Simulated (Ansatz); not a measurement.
Ansatz (a program for electronic structure) input (CCSD(T)/aug-cc-pVDZ):

Ansatz 0.2 input:
```yaml
crystal:
  periodic: [false, false, false]
  atoms:
    - {symbol: B, position_ang: [-0.00000000, -0.00000000, -0.78400375]}
    - {symbol: B, position_ang: [0.00000000, 0.00000000, 0.78400375]}
basis:
  gaussian:
    orbitals: aug-cc-pVDZ
magnetization: {spin_polarized: true, initial_magnetization: 2}
correlation: {method: ccsd_t, electrons: outside_noble_gas}
output: {forces: true}
```

End of the output:

```
mean field evaluation 1152: about -1336.4536 eV, gradient 1.3e0 eV
mean field evaluation 1184: about -1335.5179 eV, gradient 4.3e-3 eV
mean field evaluation 1216: about -1333.9557 eV, gradient 5.0e-4 eV
mean field evaluation 1248: about -1336.1444 eV, gradient 5.6e-4 eV
mean field evaluation 1280: about -1334.2507 eV, gradient 2.6e-2 eV
mean field evaluation 1312: about -1334.2394 eV, gradient 1.8e-1 eV
mean field evaluation 1344: about -1336.5054 eV, gradient 7.6e-4 eV
mean field evaluation 1376: about -1335.5179 eV, gradient 1.6e-3 eV
mean field evaluation 1408: about -1337.3065 eV, gradient 9.9e-4 eV
mean field evaluation 1440: about -1336.0652 eV, gradient 1.9e-6 eV
mean field -1337.30650336 eV, -49.1451075396 hartree, gradient 1.7e-6 eV, S^2 2.908059; 26 other end points of the search recorded, 0 dependent functions left out
determinant -1337.30650336 eV, -49.1451075396 hartree, with singles and doubles -1340.35680955 eV, -49.2572042244 hartree
determinant -1336.50538202 eV, -49.1156668733 hartree, with singles and doubles -1339.59139710 eV, -49.2290758359 hartree
determinant -1336.14435616 eV, -49.1023994175 hartree, with singles and doubles -1339.78861207 eV, -49.2363233521 hartree
determinant -1336.06515122 eV, -49.0994886898 hartree, with singles and doubles -1339.86517104 eV, -49.2391368423 hartree
determinant -1335.51958684 eV, -49.0794395685 hartree, with singles and doubles -1338.82086880 eV, -49.2007594430 hartree
determinant -1335.51787633 eV, -49.0793767086 hartree, with singles and doubles -1338.82889087 eV, -49.2010542486 hartree
determinant -1334.25083693 eV, -49.0328138695 hartree, with singles and doubles -1338.30665732 eV, -49.1818625197 hartree
determinant -1334.21421506 eV, -49.0314680404 hartree, with singles and doubles -1338.32007586 eV, -49.1823556419 hartree
determinant -1333.95568921 eV, -49.0219673908 hartree, with singles and doubles -1337.74952533 eV, -49.1613882967 hartree
determinant -1333.85144155 eV, -49.0181363600 hartree, with singles and doubles -1339.01754603 eV, -49.2079871981 hartree
determinant -1332.07242015 eV, -48.9527585293 hartree, with singles and doubles -1335.02303413 eV, -49.0611915930 hartree
determinant -1337.30650336 eV, -49.1451075396 hartree, with singles and doubles -1340.42355229 eV, -49.2596569748 hartree
determinant -1336.06515122 eV, -49.0994886898 hartree, with singles and doubles -1339.85431898 eV, -49.2387380368 hartree
determinant -1335.68432730 eV, -49.0854936690 hartree, with singles and doubles -1340.40144250 eV, -49.2588444551 hartree
2 core orbitals not correlated
reference -1337.30650336 eV, -49.1451075396 hartree; 4, 2 occupied and 40, 42 virtual orbitals, 460 factors
densities: 0.13 GiB planned
second order -2.18618969 eV of doubles, -0.00000000 eV of singles
coupled cluster: 0.12 GiB planned
cycle   1  -3.11704822 eV  change    7.0e-7 eV  update   3.9e-6
cycle   2  -3.11704739 eV  change    8.3e-7 eV  update   2.8e-6
cycle   3  -3.11704745 eV  change   -5.9e-8 eV  update   1.3e-6
cycle   4  -3.11704834 eV  change   -8.8e-7 eV  update   7.8e-7
cycle   5  -3.11704913 eV  change   -8.0e-7 eV  update   5.0e-7
cycle   6  -3.11704987 eV  change   -7.4e-7 eV  update   3.6e-7
coupled cluster: 0.12 GiB planned
perturbative correction -0.21996146 eV, -0.0080834344 hartree
WARN: the results are in doubt because among natural orbitals full CI differs from the method by -0.117 eV
the calculation of the forces begins
Total energy: -1340.64351469 eV, -49.2677404441 hartree
Atom 0 at    -0.000000    -0.000000    -0.784004 Å, force     0.000000    -0.000000    -1.248889 eV/Å
Atom 1 at     0.000000     0.000000     0.784004 Å, force    -0.000000     0.000000     1.248889 eV/Å
Dipole moment:    -0.000000     0.000000     0.000045 e Å
In doubt: among natural orbitals full CI differs from the method by -0.117 eV
```

The program attaches cautions to this result: large difference.

The determinant is spin-contaminated: <S^2> is 2.91 against 2.00 for a pure state.
